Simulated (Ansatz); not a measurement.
The cluster Ge6H8. Total charge 0; singlet. Geometry PBE0-D4/def2-SVP.

Cartesian coordinates in Å:
```
Ge -0.286 -0.594 -2.498
Ge 0.340 0.558 2.341
Ge 0.440 1.206 -0.019
Ge 1.200 -1.736 1.883
Ge -0.235 -1.273 0.034
Ge -0.566 1.890 -2.078
H 1.930 0.958 -0.394
H 2.703 -1.723 1.571
H -1.846 -0.639 -2.133
H -1.684 -1.464 0.546
H -1.183 0.312 2.621
H 0.357 2.904 -2.785
H 0.818 -2.863 2.856
H -1.988 2.463 -1.945
```

The restricted singlet is unstable towards broken spin symmetry in Hartree–Fock (as tested in another run); at PBE-D4/def2-SVP, PBE-D4/def2-TZVPD, revPBE-D4/def2-TZVP, PBE0-D4/def2-SVP and others this wasn't settled. The structure comes from a short search, and lower isomers may exist.

**Question.** Estimate the orbital energies around the gap (eV) in Ansatz with PBE-D4/def2-SVP, PBE-D4/def2-TZVPD, revPBE-D4/def2-TZVP, PBE0-D4/def2-SVP, PBE0-D4/def2-TZVPD.

**Answer.** 
```csv
orbital,PBE-D4/def2-SVP,PBE-D4/def2-TZVPD,revPBE-D4/def2-TZVP,PBE0-D4/def2-SVP,PBE0-D4/def2-TZVPD
HOMO−5,-7.48,-7.51,-7.47,-8.67,-8.66
HOMO−4,-7.21,-7.22,-7.17,-8.30,-8.27
HOMO−3,-6.57,-6.59,-6.54,-7.57,-7.55
HOMO−2,-6.32,-6.33,-6.27,-7.25,-7.22
HOMO−1,-6.19,-6.21,-6.16,-7.12,-7.10
HOMO,-5.36,-5.39,-5.32,-6.10,-6.09
LUMO,-3.15,-3.18,-3.10,-2.64,-2.63
LUMO+1,-2.36,-2.44,-2.31,-1.68,-1.74
LUMO+2,-1.83,-2.00,-1.83,-1.10,-1.29
LUMO+3,-1.14,-1.35,-1.15,-0.39,-0.61
LUMO+4,-0.58,-0.90,-0.66,0.22,-0.17
LUMO+5,-0.46,-0.76,-0.53,0.35,-0.02
```
